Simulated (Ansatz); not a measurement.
Start from `C[CH2][In]([Cl])[Cl]` and change one atom or group to get `[CH3][In]([Cl])[Cl]`.

Ansatz, PBE0-D4/def2-TZVP geometries, multiplicity 1. Each molecule was computed in one conformer, which needn't be the lowest.

Elements past krypton have def2 core potentials.

```
                                        property  `C[CH2][In]([Cl])[Cl]`
             HOMO energy (B3LYP/def2-TZVPP) / eV                   -7.94
size of the dipole moment (B3LYP/def2-TZVPP) / D                    4.09
             HOMO–LUMO gap (PBE/def2-TZVPP) / eV                    4.51
           HOMO energy (ωB97M-V/def2-TZVPP) / eV                  -10.27
              LUMO energy (PBE0/def2-TZVPP) / eV                   -1.59
               LUMO energy (PBE/def2-TZVPP) / eV                   -2.46
```

Problem. Give the same properties after the change, and the shifts. (Best estimate.)

Solution. Computed: 
| property | `[CH3][In]([Cl])[Cl]` | shift |
| --- | --- | --- |
| HOMO energy (B3LYP/def2-TZVPP) / eV | -8.27 | -0.33 |
| size of the dipole moment (B3LYP/def2-TZVPP) / D | 3.70 | -0.39 |
| HOMO–LUMO gap (PBE/def2-TZVPP) / eV | 4.74 | 0.23 |
| HOMO energy (ωB97M-V/def2-TZVPP) / eV | -10.69 | -0.42 |
| LUMO energy (PBE0/def2-TZVPP) / eV | -1.62 | -0.03 |
| LUMO energy (PBE/def2-TZVPP) / eV | -2.50 | -0.04 |

Dipoles are sizes alone; their direction can turn.

B3LYP here is the variant with VWN-RPA as its local correlation; programs differ in this.
